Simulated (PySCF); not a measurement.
C₃H₈BFO.
Atom-mapped SMILES: `[BH2:1][O:2][C:3]([CH3:4])([CH3:5])[F:6]` (hydrogens: H7, H8 on B1; H9, H10, H11 on C4; H12, H13, H14 on C5)

Cartesian coordinates in Å at the PBE0-D3(BJ)/def2-SVP level; atoms count from 1:
```xyz
14
C3H8BFO angstrom
B      1.8619   -0.3814   -0.4057
O      1.2309   -0.1594    0.7578
C     -0.1482    0.0809    0.9176
C     -0.5425    1.3870    0.2641
C     -0.9582   -1.1193    0.4809
F     -0.3130    0.2257    2.2692
H      1.2564   -0.3900   -1.4576
H      3.0526   -0.5718   -0.3458
H      0.0769    2.1946    0.6784
H     -1.5981    1.6074    0.4722
H     -0.3947    1.3390   -0.8235
H     -0.8460   -1.2928   -0.5980
H     -0.6106   -2.0060    1.0288
H     -2.0206   -0.9562    0.7066
```

Linear response at CAM-B3LYP/def2-SVPD (PySCF, frozen core in the response, non-relativistic).

Static isotropic polarisability: 56.72 au (8.40 Å³), principal values 52.9, 53.5, 63.8 au.

Q: What is the polarisability at 1064 nm and at the sodium D line?

A: 57.08 au at 1064 nm (+0.6 %), 57.94 au at 589.3 nm (+2.2 %). The rise at 589.3 nm is 3.33 times that at 1064 nm; a pure ω² law gives 3.26. The lowest singlet lies at 199 nm, shorter than both wavelengths.

Q: What is the isotropic C6 coefficient between two such molecules, C6 = (3/π)∫α(iω)² dω?

A: 1475 au (Eh·bohr⁶) by a ten-point quadrature over imaginary frequencies, which is 881 eV·Å⁶ or 85 J·nm⁶/mol.

Q: Which effective excitation energy ω̄ makes London's formula C6 = (3/4)α²ω̄ exact here?

A: ω̄ = 4·C6/(3α²) = 0.611 Eh = 16.6 eV. A one-pole form α(ω) = α/(1 − ω²/ω̄²) fitted to the 1064 nm value gives 14.6 eV.

Q: What n − 1 at the D line would an ideal gas of it have at 273.15 K and 1 atm (2.6868 × 10¹⁹ cm⁻³), by n − 1 = 2π·N·α′?

A: 14.49 × 10⁻⁴, a formal value whether or not that pressure can be reached.

Q: How anisotropic is the static polarisability, by Δα² = ½[(α1 − α2)² + (α2 − α3)² + (α3 − α1)²]?

A: Δα = 10.7 au, or 0.19 of the isotropic value.

Q: What molar refraction at the D line follows from R = (4π/3)·N_A·α′, with α′ the polarisability volume?

A: α′ = 8.59 Å³ gives R = 21.66 cm³/mol, for isolated, non-vibrating species.

Q: The lowest 6 singlets have (eV, f): 6.23, 0.000; 8.08, 0.118; 8.59, 0.029; 8.85, 0.011; 9.16, 0.059; 9.37, 0.045. What share of the static polarisability do they carry in the sum over states α = Σ f/ω²?

A: 2.63 au, 4.6 % of α; the largest term, 1.35 au, is that of the state at 8.08 eV. Their oscillator strengths add up to 0.26. Higher states carry the rest.

Q: What three-body coefficient follows from the one-pole estimate C9 = (3/4)·α·C6?

A: 62700 au. This is an estimate from the two numbers above, not a computed integral.

Q: How many electrons N does the Slater–Kirkwood formula C6 = (3/4)·√N·α^(3/2) need to give this C6?

A: N = (4·C6/3)²/α³ = 21.2; the species has 48 electrons in all.

The run took about 70 s of CPU time (one thread, shared machine). This is the whole response run at CAM-B3LYP/def2-SVPD, SCF included.

One conformer stands for the species.
